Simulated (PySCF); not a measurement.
# Hf (hafnium, neutral): UHF calculation

Configuration: [Xe] 4f14 5d3 6s1, high-spin 5F determinant (an excited configuration). All numbers are calculated (PySCF 2.14, scalar relativity by spin-free X2C-1e, in ANO-RCC-VTZP (8s7p5d3f2g1h, 104 functions)).

| Property | Result |
| --- | --- |
| Total energy | -15072.856897 hartree |
| One-electron energy | -20705.9662 hartree |
| Hartree (Coulomb) energy | 5941.4183 hartree |
| Exchange energy | -308.3090 hartree |
| ⟨S²⟩ | 6.0084 |
| ⟨L²⟩ | 12.033 |
| Sum of ⟨r⟩ | 44.48 bohr |
| Sum of ⟨r²⟩ | 68.97 bohr² |
| Langevin diamagnetic susceptibility | -54.6 ×10⁻⁶ cm³/mol |

```tsv
shell	electrons	mean orbital energy (hartree)	spread (hartree)	rms radius, mean of both spins (bohr)
1s β	1	-2413.38943	0	0.0215
1s α	1	-2413.38937	0	0.0215
2s α	1	-417.69786	0	0.0869
2s β	1	-417.69249	0	0.0869
2p α	3	-367.64843	0	0.0788
2p β	3	-367.64388	0	0.0788
3s β	1	-97.29529	0	0.222
3s α	1	-97.29496	0	0.222
3p β	3	-82.00120	0	0.224
3p α	3	-81.99974	0	0.224
3d α	5	-63.33306	0.00417	0.205
3d β	5	-63.33147	0.00115	0.205
4s α	1	-20.65528	0	0.498
4s β	1	-20.65212	0	0.498
4p α	3	-15.52418	0	0.530
4p β	3	-15.52268	0	0.530
4d α	5	-8.67152	0.01092	0.578
4d β	5	-8.66662	0.00415	0.578
5s α	1	-2.89710	0	1.23
5s β	1	-2.82416	0	1.23
5p α	3	-1.59226	0	1.45
5p β	3	-1.47403	0	1.45
4f α	7	-1.06099	0.00203	0.747
4f β	7	-1.05648	0.00650	0.747
6s α	1	-0.25478	0	3.93
5d α	3	-0.21665	0	2.81
```

Spin-orbit coupling, absent here, splits the open shell strongly.

Densities and radii are taken from the X2C orbitals without a picture-change correction, which distorts them close to the nucleus.

Spin-orbit constants ζ (cm⁻¹) from the X2C one-electron operator on these orbitals: bare nucleus, nucleus screened by l(l+1)(2l+1)/3 electrons, and screened by the Breit-Pauli mean field of the electrons.

| shell | bare | screened nucleus | mean field |
| --- | --- | --- | --- |
| 2p | 6083000 | 5914000 | n/a |
| 3p | 1317000 | 1281000 | n/a |
| 3d | 205200 | 176700 | n/a |
| 4p | 295400 | 287200 | n/a |
| 4d | 39320 | 33860 | n/a |
| 4f | 6436 | 3933 | n/a |
| 5p | 35250 | 34270 | n/a |
| 5d | 1488 | 1281 | n/a |

To first order the Landé constant is A = 320.3 cm⁻¹, so the lowest level has J = 1 and lies 0.318 eV below the centre of the term. This holds in LS coupling only.
